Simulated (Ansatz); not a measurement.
Input file for Ansatz (a quantum-chemistry and plane-wave program): U-PBE0/def2-TZVPP on GaB, 2S+1 = 3, a spin state set in the input, which need not be the lowest.

Ansatz 0.2 input:
```yaml
crystal:
  periodic: [false, false, false]
  atoms:
    - {symbol: B, position_ang: [0.00000000, 0.00000000, 0.00000000]}
    - {symbol: Ga, position_ang: [0.00000000, 0.00000000, 1.95700000]}
basis:
  gaussian:
    orbitals: def2-TZVPP
hamiltonian:
  xc: {name: PBE0}
magnetization: {spin_polarized: true, initial_magnetization: 2}
relax: {f_tol: 0.002, max_steps: 120}
```

Program output:

```
WARN ansatz: RAYON_NUM_THREADS=2 ignored (pool sized by the plan → 2); use --threads N
Functional definition: PBE0
integrals: 0.02 GiB planned
582 factors; their error is unknown
mean field: 0.26 GiB planned
mean field evaluation 1: about -53039.1796 eV, gradient 1.9e1 eV
mean field evaluation 2: about -53030.8532 eV, gradient 3.6e1 eV
mean field evaluation 4: about -53041.2964 eV, gradient 2.7e0 eV
mean field evaluation 8: about -53041.3814 eV, gradient 1.5e-1 eV
mean field evaluation 16: about -53041.5805 eV, gradient 1.4e-3 eV
mean field evaluation 32: about -53040.1899 eV, gradient 6.0e0 eV
mean field -53041.58048788 eV, -1949.2421300549 hartree, gradient 4.7e-6 eV, S^2 2.101373; 3 other end points of the search recorded, 0 dependent functions left out
the calculation of the forces begins
reference -53041.58051031 eV, -1949.2421308792 hartree; 19, 17 occupied and 60, 62 virtual orbitals, 582 factors
relax step   1: F+E_penalty+E_count = -53041.58048788 eV  Δ(F+E_penalty+E_count) = +0.000e0 eV  max|allowed force component| = 9.105e-1 eV/Å  Δτ_max = 0.0000 Å  (83 SCF iters, accepted)
these checks for a lower state are left out or cut short: starts, cluster_reference, orbital_swaps, neighbouring_geometries, increment
integrals: 0.02 GiB planned
582 factors; their error is unknown
mean field: 0.26 GiB planned
mean field -53041.60532005 eV, -1949.2430426204 hartree, gradient 4.1e-6 eV, S^2 2.084494; 0 other end points of the search recorded, 0 dependent functions left out
the calculation of the forces begins
reference -53041.60534257 eV, -1949.2430434482 hartree; 19, 17 occupied and 60, 62 virtual orbitals, 582 factors
relax step   2: F+E_penalty+E_count = -53041.60532005 eV  Δ(F+E_penalty+E_count) = -2.483e-2 eV  max|allowed force component| = 4.234e-1 eV/Å  Δτ_max = 0.0188 Å  (59 SCF iters, accepted)
these checks for a lower state are left out or cut short: starts, cluster_reference, orbital_swaps, neighbouring_geometries, increment
integrals: 0.02 GiB planned
582 factors; their error is unknown
mean field: 0.26 GiB planned
mean field -53041.61318718 eV, -1949.2433317322 hartree, gradient 2.6e-6 eV, S^2 2.070814; 0 other end points of the search recorded, 0 dependent functions left out
the calculation of the forces begins
reference -53041.61320980 eV, -1949.2433325634 hartree; 19, 17 occupied and 60, 62 virtual orbitals, 582 factors
relax step   3: F+E_penalty+E_count = -53041.61318718 eV  Δ(F+E_penalty+E_count) = -7.867e-3 eV  max|allowed force component| = 3.130e-2 eV/Å  Δτ_max = 0.0177 Å  (58 SCF iters, accepted)
these checks for a lower state are left out or cut short: starts, cluster_reference, orbital_swaps, neighbouring_geometries, increment
integrals: 0.02 GiB planned
582 factors; their error is unknown
mean field: 0.26 GiB planned
mean field evaluation 64: about -53041.6132 eV, gradient 7.8e-2 eV
mean field -53041.61323514 eV, -1949.2433334945 hartree, gradient 7.8e-6 eV, S^2 2.069718; 0 other end points of the search recorded, 0 dependent functions left out
the calculation of the forces begins
reference -53041.61325776 eV, -1949.2433343260 hartree; 19, 17 occupied and 60, 62 virtual orbitals, 582 factors
relax step   4: F+E_penalty+E_count = -53041.61323514 eV  Δ(F+E_penalty+E_count) = -4.795e-5 eV  max|allowed force component| = 4.542e-4 eV/Å  Δτ_max = 0.0016 Å  (57 SCF iters, accepted)
integrals: 0.02 GiB planned
582 factors; their error is unknown
mean field: 0.26 GiB planned
mean field evaluation 96: about -53041.6132 eV, gradient 3.1e-5 eV
mean field -53041.61323514 eV, -1949.2433334945 hartree, gradient 7.8e-6 eV, S^2 2.069718; 4 other end points of the search recorded, 0 dependent functions left out
the calculation of the forces begins
reference -53041.61325776 eV, -1949.2433343260 hartree; 19, 17 occupied and 60, 62 virtual orbitals, 582 factors
Total energy: -53041.61325776 eV, -1949.2433343260 hartree
Atom 0 at    -0.000000    -0.000000    -0.038046 Å, force    -0.000000     0.000000     0.000454 eV/Å
Atom 1 at     0.000000     0.000000     1.995046 Å, force    -0.000000    -0.000000    -0.000454 eV/Å
Dipole moment:    -0.000000    -0.000000     0.359814 e Å
```

Self-consistency was reached.

Cost: around 19 core-seconds (rough).
